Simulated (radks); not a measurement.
Values are calculated unless marked as measured or tabulated.
Effect of the nuclear size on the molybdenum ion Mo+, [Kr] 4d5. Code: a radial shooting solver on a logarithmic mesh with Libxc functionals. Model: Dirac Kohn-Sham, exchange-only LDA, spin-unpolarised, spherical densities, finite nucleus; open shells fill j = l - 1/2 first; Fermi nuclear charge, rms radius 4.4091 fm. The rms radius is varied about that value; shifts are against it.

rms radius (fm)  total energy shift (eV)  density at nucleus (e/bohr^3)  1s1/2 shift (meV)  2s1/2 shift (meV)  4s1/2 shift (meV)  5s1/2 (empty) shift (meV)
3.9241                            -0.308                      9.159e+04               -130              -13.9             -0.419                     -0.045
4.0035                            -0.259                       9.14e+04               -110              -11.7             -0.353                     -0.038
4.4091                                 0                      9.045e+04              0.000              0.000              0.000                      0.000
4.559                              0.102                      9.012e+04               42.9               4.60              0.138                      0.015
5.3659                             0.700                      8.855e+04                296               31.7              0.953                      0.103

Slopes of the eigenvalues against <r^2> in GHz/fm^2, as finite differences over the two radii next to the reference (eigenvalue slopes, not the field-shift constants of lines): 1s1/2 7760, 2s1/2 831, 4s1/2 25.0, 5s1/2 (empty) 2.70.
